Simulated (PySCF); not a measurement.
B(H)(F)(NH2) (BFH3N), SMILES NBF.

Coordinates come from a B3LYP-D3(BJ)/def2-TZVP optimisation. Other conformers were not sampled.

All values below come from B3LYP-D3(BJ)/def2-TZVP (PySCF).

No scaling factor is applied to the harmonic values.

```json
[
 {"mode": "1", "ν (cm⁻¹)": "439", "IR (km/mol)": "5.4", "Raman (Å⁴/amu)": "0.7", "depolarisation": "0.51", "moving atoms (share of kinetic energy)": "H 33 %, F 30 %, B 20 %, N 18 %"},
 {"mode": "2", "ν (cm⁻¹)": "515", "IR (km/mol)": "181.2", "Raman (Å⁴/amu)": "0.0", "depolarisation": "–", "moving atoms (share of kinetic energy)": "H 82 %, N 18 %"},
 {"mode": "3", "ν (cm⁻¹)": "622", "IR (km/mol)": "26.5", "Raman (Å⁴/amu)": "0.1", "depolarisation": "0.75", "moving atoms (share of kinetic energy)": "H 81 %, B 13 %"},
 {"mode": "4", "ν (cm⁻¹)": "882", "IR (km/mol)": "9.1", "Raman (Å⁴/amu)": "2.3", "depolarisation": "0.31", "moving atoms (share of kinetic energy)": "H 58 %, N 25 %, F 16 %"},
 {"mode": "5", "ν (cm⁻¹)": "922", "IR (km/mol)": "26.9", "Raman (Å⁴/amu)": "1.0", "depolarisation": "0.75", "moving atoms (share of kinetic energy)": "H 66 %, B 31 %"},
 {"mode": "6", "ν (cm⁻¹)": "1086", "IR (km/mol)": "8.9", "Raman (Å⁴/amu)": "3.6", "depolarisation": "0.70", "moving atoms (share of kinetic energy)": "H 75 %, F 16 %"},
 {"mode": "7", "ν (cm⁻¹)": "1184", "IR (km/mol)": "71.0", "Raman (Å⁴/amu)": "6.7", "depolarisation": "0.14", "moving atoms (share of kinetic energy)": "B 44 %, H 26 %, N 21 %, F 9 %"},
 {"mode": "8", "ν (cm⁻¹)": "1416", "IR (km/mol)": "246.2", "Raman (Å⁴/amu)": "4.1", "depolarisation": "0.11", "moving atoms (share of kinetic energy)": "B 63 %, H 24 %"},
 {"mode": "9", "ν (cm⁻¹)": "1634", "IR (km/mol)": "173.1", "Raman (Å⁴/amu)": "3.0", "depolarisation": "0.52", "moving atoms (share of kinetic energy)": "H 75 %, N 18 %"},
 {"mode": "10", "ν (cm⁻¹)": "2643", "IR (km/mol)": "133.8", "Raman (Å⁴/amu)": "83.7", "depolarisation": "0.16", "moving atoms (share of kinetic energy)": "H 91 %, B 9 %"},
 {"mode": "11", "ν (cm⁻¹)": "3588", "IR (km/mol)": "33.8", "Raman (Å⁴/amu)": "109.7", "depolarisation": "0.12", "moving atoms (share of kinetic energy)": "H 96 %"},
 {"mode": "12", "ν (cm⁻¹)": "3691", "IR (km/mol)": "37.8", "Raman (Å⁴/amu)": "45.4", "depolarisation": "0.71", "moving atoms (share of kinetic energy)": "H 91 %, N 9 %"}
]
```
